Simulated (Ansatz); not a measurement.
Compare A (`FC1C=C[SiH2]1`) with its isomer B (`CC1=C[SiH]1F`).

Isolated molecules relaxed with PBE0-D4/def2-TZVP in Ansatz; ΔE leaves out vibrations. CCSD(T)/CBS is the MP2 limit (def2-TZVPP, def2-QZVPP) plus CCSD(T) − MP2 in def2-TZVPP, frozen cores. Functionals use def2-TZVPP. B3LYP here is the variant with VWN-RPA as its local correlation; programs differ in this.

Question: Which is lower in electronic energy at CCSD(T)/CBS, and by how much? (Best estimate.)

Answer: Ansatz gave: B, by 40.5 kcal/mol.

Question: Give E(B) − E(A) in kcal/mol with CCSD/def2-TZVPP, B2PLYP, PBE0-D4, PBE-D4, B3LYP, r2SCAN-D4, MP2/def2-TZVPP. (An estimate is asked.)

Answer: Ansatz gave: CCSD/def2-TZVPP -40.0, B2PLYP -41.1, PBE0-D4 -38.7, PBE-D4 -37.7, B3LYP -40.0, r2SCAN-D4 -41.3, MP2/def2-TZVPP -42.9. None reverses the order clearly.

Largest T1 diagnostic: 0.012.

From PBE to PBE0 (25 % exact exchange), in def2-TZVPP and without D4, E(B) − E(A) moves by −0.9 kcal/mol.
